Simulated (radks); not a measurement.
Initial-state core-level shifts of neutral ruthenium when its valence configuration changes from [Kr] 4d7 5s1. All-electron calculation, Dirac Kohn-Sham, PBE, spin-unpolarised, spherical densities, finite nucleus; open shells fill j = l - 1/2 first; Fermi nuclear charge, rms radius 4.4809 fm. Program: a radial shooting solver on a logarithmic mesh with Libxc functionals. Shifts are changes of the shell-averaged eigenvalues in eV (positive: less bound); the change of the density at the nucleus, which sets a Mossbauer isomer shift, is in e/bohr^3, on a base of 1.101e+05.

valence               2s       3p       3d      4s  density at nucleus
4d7 5s0.5 5p0.5   -0.765   -0.776   -0.773  -0.802               -6.20
4d6 5s2           -3.610   -3.556   -3.574  -3.308              +18.84
4d8               +2.883   +2.867   +2.878  +2.749              -13.96
4d7 5p1           -1.453   -1.475   -1.470  -1.525              -12.94
4d5 5s1 5p2      -10.462  -10.331  -10.371  -9.684              +11.11
4d6 5s1 5p1       -5.033   -4.996   -5.011  -4.776               +4.99
4d5 5s2 5p1       -9.218   -9.073   -9.115  -8.421              +28.09
4d6.5 5s1.5       -1.722   -1.700   -1.708  -1.595               +8.76
4d7.5 5p0.5       +0.768   +0.744   +0.753  +0.639              -13.60
